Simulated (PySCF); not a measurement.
A GIAO shielding run with PySCF (density fitting, non-relativistic, gas phase) on SMILES C#C[SiH2][Si@]1([SiH3])[SiH2]CS1, C3H10SSi4:

```
$ OMP_NUM_THREADS=1 python probes_run.py task.json out

{"job": {"kind": "nmr", "xc": "PBE0", "basis": "pcSseg-1"}, "charge": 0, "multiplicity": 1}
C      3.896478    -0.318712     0.038057
C      2.919318    -0.163302    -0.644993
Si     1.409649     0.076791    -1.686881
Si    -0.303953     0.345254    -0.100009
Si    -0.129258     2.231725     1.273484
Si    -1.279989    -1.613037     0.773077
C     -2.747324    -1.153470    -0.372911
S     -2.238340     0.405932    -1.192896
H      4.753250    -0.452997     0.634636
H      1.322094    -1.095531    -2.569938
H      1.659794     1.255999    -2.527268
H     -0.050656     3.485366     0.521753
H     -1.206517     2.386246     2.254833
H      1.127211     2.075050     2.010876
H     -0.771545    -2.942380     0.417547
H     -1.736666    -1.676022     2.166224
H     -3.682457    -0.958432     0.147937
H     -2.949849    -1.882162    -1.155183
```

Hardware: 1 thread of an Intel Xeon, shared host. The job also computes population analyses, field gradients, ring-centre shieldings.

(1) How large is the calculation?

(2) How long does it take, and how much memory does it need?

Results:

(1) 100 electrons, 221 basis functions and 1266 auxiliary functions.

(2) 3.3 min of wall time, with 14 SCF cycles and 5 response iterations; peak memory 0.99 GiB. Times on a shared host scatter by some tens of per cent.
